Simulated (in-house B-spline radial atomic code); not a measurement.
A run on Rh that did not converge. Method: scalar-relativistic (X2C) LC-wPBE, spin-polarised, spherical fractional occupations, Fermi nucleus of rms radius 4.4945 fm; computed with an all-electron radial atomic-structure program (B-spline basis).

Command:
```bash
python run_scf.py task.json out
```
Settings (nuclear radius in fm, mass in u):
```
Z                45
configuration    [Kr] 4d7.75 5s1 5d0.25
hamiltonian      x2c
method           lc_wpbe
spin_polarised   True
nucleus          fermi
rms_radius       4.4945
atomic_mass      102.90549
speed_of_light   137.035999084
```

First and last ten iterations of the last attempt (damped for 15 steps, keeping 80 % of the old Fock matrix, then DIIS):
```
 iter        energy (Eh)    residual
    1       -4779.807503    4.41e-01
    2       -4780.218332    2.43e-01
    3       -4781.747873    1.52e-01
    4       -4782.463479    9.42e-02
    5       -4782.756686    5.82e-02
    6       -4782.878095    3.69e-02
    7       -4782.926224    2.33e-02
    8       -4782.944813    1.55e-02
    9       -4782.951985    1.16e-02
   10       -4782.954847    8.81e-03
  111       -4782.957507    1.34e-05
  112       -4782.957508    5.57e-06
  113       -4782.957508    5.12e-06
  114       -4782.957508    4.32e-06
  115       -4782.957508    4.16e-06
  116       -4782.957508    9.06e-06
  117       -4782.957508    5.49e-06
  118       -4782.957508    5.21e-06
  119       -4782.957508    8.84e-06
  120       -4782.957508    7.88e-06
 not converged after 120 iterations
```

The smallest residual met was 4.0e-06; the threshold is about 4e-07. Over the last five steps the energy moves by less than 8e-07 hartree, but the orbitals didn't meet the threshold. Time taken, with all properties: 24 s on 1 thread of Intel(R) Xeon(R) 6975P-C (shared host).
